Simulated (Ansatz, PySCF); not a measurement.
AlBr2Cl. Atoms are numbered in the order given.

```xyz
4

Al     0.0000     0.0000     0.4202
Cl     0.0000     0.0000     2.5065
Br     0.0000     1.9384    -0.6867
Br     0.0000    -1.9384    -0.6867
```

Coordinates come from a r2SCAN-D4/def2-SVP optimisation. The structure was generated by enumeration; whether it is a known compound was not checked.

Vertical ionisation energy (IE) and electron affinity (EA) in eV. Rows of orbital energies are one-electron estimates. Where ΔSCF, EOM or ADC give a negative EA the extra electron is unbound and the value depends on the basis.

```csv
level,IE,EA
"−ε(HOMO), −ε(LUMO), M06-2X/def2-TZVP (PySCF)",10.01,0.88
"−ε(HOMO), −ε(LUMO), PBE/def2-TZVP (PySCF)",…,…
"ΔSCF, CAM-B3LYP/def2-SVPD (Ansatz), final states of multiplicity 2 and 2",11.09,0.27
"ΔSCF, PBE/def2-SVPD (Ansatz), final states of multiplicity 2 and 2",10.28,0.47
```

**Question.** Fill in the missing entries. (The exact figures need the calculation; the answer reports its results.)

**Answer.** 
- −ε(HOMO), −ε(LUMO), PBE/def2-TZVP (PySCF), IE: 7.49
- −ε(HOMO), −ε(LUMO), PBE/def2-TZVP (PySCF), EA: 2.35

**Question.** What vertical singlet–triplet gap does ΔSCF give with CAM-B3LYP/def2-SVPD (Ansatz, a program for electronic structure) and with PBE/def2-SVPD (Ansatz)? (An estimate is asked for; the answer gives what the named calculation found.)

**Answer.** 5.96 and 5.03 eV (triplet above singlet where positive).
